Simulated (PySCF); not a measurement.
Record of a relaxation.

TiPh2Cl2, C12H10Cl2Ti (singlet state).
Bonds: Ti1–C2, Ti1–C13, Ti1–Cl24, Ti1–Cl25, C2–C3, C2–C7, C3–C4, C4–C5, C5–C6, C6–C7, C13–C14, C13–C18, C14–C15, C15–C16, C16–C17, C17–C18. Hydrogens: H8 on C3; H9 on C4; H10 on C5; H11 on C6; H12 on C7; H19 on C14; H20 on C15; H21 on C16; H22 on C17; H23 on C18.

Computed by this run: PBE0-D3(BJ)/def2-SVP geometry optimisation, gas phase in PySCF 2.14.0; density fitting, grid level 1; the optimiser is geomeTRIC in internal coordinates, started from a GFN2-xTB structure with every atom displaced at random (about 0.03 Å). 7 of its 14 geometries are shown. The frame can shift and turn from step to step; on so coarse a grid that alone can change the energy by a few meV, and forces under 0.02 eV/Å are noise.

Step 0: E = -60722.1079 eV, largest atomic force 6.731 eV/Å
```
atom  x, y, z in Å  |  force x, y, z in eV/Å
Ti1    -1.463   -0.040   -1.076   -2.455   2.058   0.194
C2     -1.430   -0.005    0.916   -0.045  -0.168   0.398
C3     -1.389    1.192    1.631    1.710   1.571   0.729
C4     -1.205    1.196    3.034   -1.825   0.064  -0.073
C5     -1.372   -0.033    3.699    0.824   2.630   2.872
C6     -1.452   -1.190    3.022   -0.076  -2.935   0.044
C7     -1.435   -1.199    1.642   -0.371   0.120  -0.465
H8     -1.235    2.171    1.116   -0.550  -0.624   0.133
H9     -1.248    2.136    3.649    0.440  -0.704  -0.777
H10    -1.360   -0.027    4.840   -0.061  -0.085  -1.448
H11    -1.511   -2.151    3.590   -0.007   0.640  -0.500
H12    -1.507   -2.139    1.124    0.039  -0.657  -0.315
C13     0.330    0.048   -1.664    3.916  -0.368  -0.544
C14     1.049   -1.184   -1.797    1.222  -0.205  -0.767
C15     2.405   -1.249   -2.245   -2.928   5.942   1.196
C16     3.085    0.012   -2.478   -1.830  -2.962   0.174
C17     2.442    1.213   -2.326   -2.918  -2.974   1.467
C18     1.088    1.219   -1.875    0.844   0.082  -0.956
H19     0.580   -2.160   -1.616   -0.251   0.190   0.022
H20     2.851   -2.140   -2.369    1.891  -3.483  -0.507
H21     4.062   -0.046   -2.868    1.535   0.114  -0.415
H22     2.980    2.045   -2.543    1.398   3.163  -0.573
H23     0.640    2.199   -1.821   -0.532   0.435   0.227
Cl24   -2.520    1.837   -1.786    0.503  -0.622   0.303
Cl25   -2.493   -1.740   -1.826   -0.472  -1.222  -0.418
```

Step 2: E = -60722.7809 eV, largest atomic force 3.093 eV/Å
```
atom  x, y, z in Å  |  force x, y, z in eV/Å
Ti1    -1.584    0.035   -1.132    0.353  -0.172   0.022
C2     -1.483   -0.046    0.900    0.002   0.039   0.088
C3     -1.379    1.152    1.639   -0.292   1.202  -1.139
C4     -1.283    1.275    3.017    0.050  -2.318  -1.082
C5     -1.239    0.013    3.613    0.024  -0.419   1.253
C6     -1.328   -1.241    2.974   -0.100   1.072  -0.618
C7     -1.476   -1.273    1.583    0.165   0.044   0.274
H8     -1.422    2.079    1.076    0.033   0.339  -0.327
H9     -1.227    2.220    3.547    0.011   0.049   0.091
H10    -1.137    0.003    4.684    0.062  -0.196   0.808
H11    -1.299   -2.168    3.539    0.029  -0.077   0.268
H12    -1.562   -2.234    1.053   -0.015   0.205   0.093
C13     0.380    0.059   -1.717   -0.462  -0.238   0.036
C14     1.018   -1.181   -1.851   -0.862  -0.583   0.316
C15     2.363   -1.261   -2.144    0.040  -0.188  -0.083
C16     3.003   -0.048   -2.319    2.992   0.580  -0.529
C17     2.466    1.241   -2.215   -0.367  -0.872   0.021
C18     1.113    1.231   -1.919   -0.776   1.389   0.267
H19     0.449   -2.104   -1.713   -0.088  -0.082   0.029
H20     2.898   -2.241   -2.239   -0.409   0.905   0.045
H21     4.080   -0.101   -2.552   -0.165  -0.006   0.019
H22     3.043    2.189   -2.353   -0.366  -0.931   0.062
H23     0.592    2.193   -1.825   -0.011  -0.046   0.008
Cl24   -2.495    1.924   -1.732   -0.018   0.176  -0.022
Cl25   -2.600   -1.752   -1.943    0.173   0.127   0.101
```

Step 4: E = -60723.2873 eV, largest atomic force 0.534 eV/Å
```
atom  x, y, z in Å  |  force x, y, z in eV/Å
Ti1    -1.589    0.053   -1.151   -0.087   0.096  -0.055
C2     -1.497   -0.010    0.866   -0.029  -0.019  -0.025
C3     -1.397    1.190    1.591    0.009   0.220  -0.119
C4     -1.264    1.189    2.977   -0.020  -0.316  -0.166
C5     -1.233   -0.039    3.639    0.033   0.055   0.358
C6     -1.339   -1.242    2.943   -0.001  -0.041  -0.059
C7     -1.475   -1.234    1.556    0.021   0.097   0.056
H8     -1.425    2.150    1.066   -0.010  -0.004  -0.027
H9     -1.187    2.127    3.534   -0.001  -0.048  -0.026
H10    -1.126   -0.056    4.727   -0.007  -0.032   0.013
H11    -1.317   -2.193    3.483   -0.003   0.029   0.015
H12    -1.564   -2.183    1.018   -0.008   0.013  -0.010
C13     0.349    0.074   -1.699   -0.204  -0.068   0.085
C14     0.998   -1.171   -1.792    0.079   0.319  -0.028
C15     2.358   -1.216   -2.088    0.241  -0.386  -0.022
C16     3.093   -0.050   -2.299   -0.480  -0.024   0.091
C17     2.434    1.176   -2.209    0.252   0.468  -0.056
C18     1.075    1.259   -1.912    0.083  -0.386  -0.034
H19     0.450   -2.107   -1.638    0.023   0.049  -0.013
H20     2.858   -2.185   -2.160    0.018  -0.056   0.001
H21     4.159   -0.097   -2.534   -0.037   0.012   0.011
H22     2.995    2.097   -2.377    0.041   0.063  -0.006
H23     0.586    2.236   -1.854    0.021  -0.047   0.000
Cl24   -2.496    1.952   -1.777    0.038   0.060   0.014
Cl25   -2.556   -1.756   -1.939    0.030  -0.054   0.004
```

Step 6: E = -60723.3104 eV, largest atomic force 0.178 eV/Å
```
atom  x, y, z in Å  |  force x, y, z in eV/Å
Ti1    -1.602    0.073   -1.169   -0.047   0.008  -0.031
C2     -1.515    0.007    0.849   -0.024  -0.013   0.033
C3     -1.391    1.198    1.584   -0.006   0.032  -0.004
C4     -1.250    1.164    2.971    0.006  -0.011  -0.009
C5     -1.235   -0.060    3.641   -0.008  -0.015  -0.042
C6     -1.365   -1.251    2.925   -0.005   0.037  -0.012
C7     -1.509   -1.218    1.539    0.015  -0.060  -0.004
H8     -1.408    2.165    1.074    0.006   0.014   0.002
H9     -1.154    2.097    3.532   -0.003   0.003   0.003
H10    -1.123   -0.086    4.728   -0.002  -0.001   0.007
H11    -1.356   -2.209    3.452   -0.007  -0.006  -0.006
H12    -1.616   -2.160    0.992   -0.007  -0.003  -0.002
C13     0.343    0.049   -1.694    0.140  -0.064  -0.026
C14     1.024   -1.177   -1.776   -0.004  -0.147   0.026
C15     2.389   -1.222   -2.059   -0.034   0.022  -0.004
C16     3.093   -0.037   -2.273   -0.041   0.025   0.025
C17     2.431    1.190   -2.201    0.011  -0.029  -0.005
C18     1.068    1.230   -1.916   -0.040   0.174  -0.004
H19     0.485   -2.116   -1.620   -0.001  -0.024   0.003
H20     2.905   -2.185   -2.116   -0.029   0.016   0.004
H21     4.162   -0.069   -2.498   -0.008  -0.004   0.003
H22     2.980    2.120   -2.373   -0.016  -0.017   0.008
H23     0.559    2.197   -1.870    0.018   0.026   0.000
Cl24   -2.449    1.999   -1.802    0.037   0.027   0.020
Cl25   -2.576   -1.737   -1.950    0.050   0.011   0.017
```

Step 9: E = -60723.3103 eV, largest atomic force 0.113 eV/Å
```
atom  x, y, z in Å  |  force x, y, z in eV/Å
Ti1    -1.572    0.140   -1.210    0.034  -0.007   0.017
C2     -1.555    0.014    0.806    0.007   0.003  -0.017
C3     -1.422    1.190    1.564   -0.007   0.013  -0.008
C4     -1.303    1.128    2.952   -0.002   0.005   0.003
C5     -1.316   -0.109    3.596   -0.009   0.001  -0.034
C6     -1.454   -1.283    2.854   -0.004  -0.069   0.037
C7     -1.575   -1.226    1.467   -0.006   0.057   0.016
H8     -1.416    2.167    1.072    0.003  -0.002  -0.001
H9     -1.201    2.048    3.533   -0.001   0.000  -0.002
H10    -1.221   -0.158    4.684   -0.005  -0.006  -0.009
H11    -1.469   -2.250    3.363   -0.005  -0.007  -0.001
H12    -1.689   -2.155    0.900   -0.002   0.003   0.003
C13     0.390    0.059   -1.664   -0.046   0.060   0.015
C14     1.055   -1.177   -1.702    0.038   0.104  -0.017
C15     2.422   -1.221   -1.964    0.051  -0.088  -0.001
C16     3.134   -0.043   -2.194    0.000   0.004   0.000
C17     2.482    1.190   -2.163   -0.019  -0.055   0.011
C18     1.115    1.241   -1.899   -0.013  -0.002  -0.009
H19     0.509   -2.110   -1.534    0.008   0.010  -0.002
H20     2.937   -2.184   -1.994    0.020  -0.016  -0.001
H21     4.205   -0.086   -2.405    0.004  -0.014   0.005
H22     3.038    2.112   -2.349    0.003   0.004   0.006
H23     0.609    2.209   -1.884   -0.005   0.000   0.007
Cl24   -2.300    2.126   -1.812   -0.022  -0.019  -0.007
Cl25   -2.514   -1.659   -2.046   -0.023   0.022  -0.012
```

Step 11: E = -60723.3128 eV, largest atomic force 0.036 eV/Å
```
atom  x, y, z in Å  |  force x, y, z in eV/Å
Ti1    -1.559    0.147   -1.211    0.035  -0.004   0.009
C2     -1.557    0.019    0.805    0.012  -0.002   0.001
C3     -1.434    1.193    1.569   -0.005  -0.003   0.002
C4     -1.328    1.125    2.957   -0.002  -0.003   0.001
C5     -1.345   -0.115    3.596   -0.004   0.004   0.006
C6     -1.474   -1.288    2.852   -0.005   0.001  -0.008
C7     -1.582   -1.222    1.464   -0.010  -0.002  -0.008
H8     -1.424    2.172    1.080    0.002  -0.001   0.000
H9     -1.234    2.043    3.543   -0.001  -0.002   0.001
H10    -1.261   -0.167    4.685   -0.005  -0.002  -0.001
H11    -1.492   -2.257    3.356   -0.005   0.000  -0.003
H12    -1.689   -2.149    0.892   -0.002   0.000  -0.003
C13     0.404    0.071   -1.664   -0.012   0.016   0.014
C14     1.067   -1.167   -1.699   -0.004   0.004   0.002
C15     2.434   -1.228   -1.961    0.002   0.001   0.001
C16     3.150   -0.053   -2.194    0.004  -0.009   0.001
C17     2.503    1.183   -2.165    0.000   0.007   0.002
C18     1.136    1.247   -1.902    0.017  -0.013  -0.013
H19     0.514   -2.096   -1.528    0.000  -0.001   0.000
H20     2.943   -2.194   -1.987   -0.001   0.001   0.001
H21     4.221   -0.101   -2.405    0.003  -0.001   0.004
H22     3.065    2.101   -2.355    0.005  -0.003   0.005
H23     0.637    2.220   -1.890    0.001   0.001   0.005
Cl24   -2.299    2.127   -1.815   -0.005  -0.008  -0.005
Cl25   -2.506   -1.645   -2.053   -0.018   0.017  -0.013
```

Step 13: E = -60723.3133 eV, largest atomic force 0.025 eV/Å
```
atom  x, y, z in Å  |  force x, y, z in eV/Å
Ti1    -1.542    0.156   -1.214    0.015   0.001   0.004
C2     -1.560    0.023    0.802    0.014  -0.005   0.003
C3     -1.443    1.194    1.571   -0.005  -0.004   0.002
C4     -1.354    1.121    2.960   -0.002  -0.003   0.000
C5     -1.382   -0.122    3.594   -0.003   0.001   0.012
C6     -1.504   -1.292    2.845   -0.005   0.018  -0.017
C7     -1.595   -1.220    1.456   -0.008  -0.014  -0.009
H8     -1.426    2.175    1.085    0.003   0.001   0.001
H9     -1.266    2.036    3.550   -0.001  -0.002   0.001
H10    -1.312   -0.177    4.684   -0.005  -0.002   0.001
H11    -1.531   -2.263    3.345   -0.005   0.002  -0.004
H12    -1.698   -2.145    0.879   -0.003   0.000  -0.005
C13     0.422    0.080   -1.661    0.004  -0.003   0.013
C14     1.079   -1.162   -1.693   -0.004  -0.006   0.006
C15     2.446   -1.231   -1.952    0.000   0.004   0.000
C16     3.169   -0.061   -2.188    0.001  -0.008   0.003
C17     2.528    1.178   -2.163    0.001   0.005   0.002
C18     1.161    1.250   -1.902    0.005   0.007  -0.012
H19     0.522   -2.088   -1.520   -0.001  -0.001   0.000
H20     2.950   -2.201   -1.976   -0.003   0.001   0.001
H21     4.241   -0.116   -2.397    0.002  -0.001   0.004
H22     3.095    2.093   -2.353    0.004  -0.004   0.005
H23     0.667    2.225   -1.893    0.004   0.000   0.004
Cl24   -2.281    2.135   -1.820    0.002   0.002  -0.002
Cl25   -2.498   -1.624   -2.069   -0.008   0.013  -0.011
```

Q: Summarise the path.

A: The energy falls by 116.30 kJ/mol from step 0 to step 13; nine tenths of that is first reached at step 3. It rises by more than 0.2 meV at steps 2, 8 and 9. The largest force goes from 6.731 to 0.025 eV/Å. Among the bonds Ti1–C13 changes most, from 1.888 to 2.016 Å; the atoms move by 0.173 Å rms after alignment.

Q: Follow the three bonds and two angles with the largest change from start to end.

A: 
```csv
step,E above end (kJ/mol),largest force (eV/Å),Ti1–C13 (Å),C15–H20 (Å),C17–H22 (Å),Cl24–Ti1–Cl25 (°),Ti1–C13–C18 (°)
0,116.30,6.731,1.888,1.004,1.014,109.0,126.5
1,16.65,1.181,2.008,1.091,1.092,111.5,125.3
2,51.37,3.093,2.049,1.120,1.118,114.0,123.6
3,2.80,0.543,2.029,1.102,1.101,114.2,123.5
4,2.51,0.534,2.015,1.092,1.092,115.3,123.1
5,0.53,0.189,2.013,1.091,1.091,115.8,122.7
6,0.28,0.178,2.016,1.094,1.093,116.7,122.0
7,0.04,0.073,2.014,1.093,1.093,117.7,121.4
8,0.17,0.077,2.014,1.092,1.093,119.3,120.5
9,0.29,0.113,2.015,1.092,1.093,119.6,120.4
10,0.13,0.054,2.016,1.093,1.093,119.4,120.6
11,0.05,0.036,2.016,1.093,1.093,119.0,120.9
12,0.01,0.026,2.016,1.093,1.093,118.6,121.2
13,0.00,0.025,2.016,1.093,1.093,118.4,121.3
```

The cost below is that of the whole optimisation. Hardware: Intel Xeon 6975P-C, 2 threads, on a shared host. Cost: 7.5 min wall, 17 min CPU, 2.5 GiB resident at most.
